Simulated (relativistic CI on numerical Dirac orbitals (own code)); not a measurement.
# Sensitivity of the levels of Pm¹⁵⁺ to α and to the nuclear radius

These numbers are calculated, not measured: Dirac-Coulomb-Breit CI, orbitals from a KLI potential per configuration, derivatives by finite differences, unscaled Slater integrals, QED left out (own radial code, finite nucleus).

Configuration list (outside the closed core [Ar] 3d10): 4s2.4p6.4d10, 4s2.4p6.4d9.4f, 4s2.4p6.4d9.5s, 4s2.4p5.4d10.4f, 4s2.4p6.4d9.5p, 4s.4p6.4d10.4f. Double excitations out of closed p, d and f shells are left out; levels of such configurations are missing from the list, as are those of other unlisted configurations, and high levels can miss mixing partners.

With x = (α/α₀)² − 1 an excitation energy changes as ω = ω₀ + qx; K = 2q/ω₀ is the relative enhancement. Terms are leading LS components, so labels can repeat. The field-shift factor is F = δν/δ⟨r²⟩ for the transition from the lowest level.

Lowest level 4s2.4p6.4d10 1S_0.

```csv
Level,ω₀ (cm⁻¹),q (cm⁻¹),K,F (GHz/fm²)
4s2.4p6.4d9.4f 3P°_0,990719,-7752,-0.0156,7.52
4s2.4p6.4d9.4f 3P°_1,997301,-3305,-0.00663,7.62
4s2.4p6.4d9.4f 3P°_2,1010694,4901,0.0097,7.83
4s2.4p6.4d9.4f 3H°_6,1024762,-3318,-0.00648,7.82
4s2.4p6.4d9.4f 3H°_5,1027704,-5966,-0.0116,7.72
4s2.4p6.4d9.4f 3F°_2,1040956,-6804,-0.0131,7.74
4s2.4p6.4d9.4f 3F°_3,1042183,-6721,-0.0129,7.72
4s2.4p6.4d9.4f 3H°_4,1044586,2479,0.00475,7.88
4s2.4p6.4d9.4f 3F°_4,1048450,-22.85,-4.36e-05,7.85
4s2.4p6.4d9.4f 3D°_1,1057384,10380,0.0196,8.07
4s2.4p6.4d9.4f 3G°_5,1058697,-6.941,-1.31e-05,8.02
4s2.4p6.4d9.4f 3D°_3,1063476,4014,0.00755,8.04
4s2.4p6.4d9.4f 1D°_2,1067084,25180,0.0472,8.34
4s2.4p6.4d9.4f 1G°_4,1071988,16720,0.0312,8.21
4s2.4p6.4d9.4f 3F°_2,1078845,30800,0.0571,8.32
4s2.4p6.4d9.4f 3G°_5,1082340,28870,0.0534,8.47
4s2.4p6.4d9.4f 3G°_3,1092784,30460,0.0558,8.48
4s2.4p6.4d9.4f 3G°_4,1099182,33860,0.0616,8.59
4s2.4p6.4d9.4f 1F°_3,1110981,25370,0.0457,8.5
4s2.4p6.4d9.5s 3D_3,1111381,-134000,-0.241,130
4s2.4p6.4d9.5s 3D_2,1116711,-132600,-0.237,129
4s2.4p6.4d9.5s 3D_1,1150896,-94610,-0.164,131
4s2.4p6.4d9.5s 1D_2,1155321,-94550,-0.164,130
```

At this charge energies of transitions that change n are usually good to better than 1 %, and those within a shell (Δn = 0) to a few per cent. Levels and lines within the n = 5 or 6 shells can be off by up to 10 % or somewhat more, and those that change n by about 2 %, since core polarisation is missing.
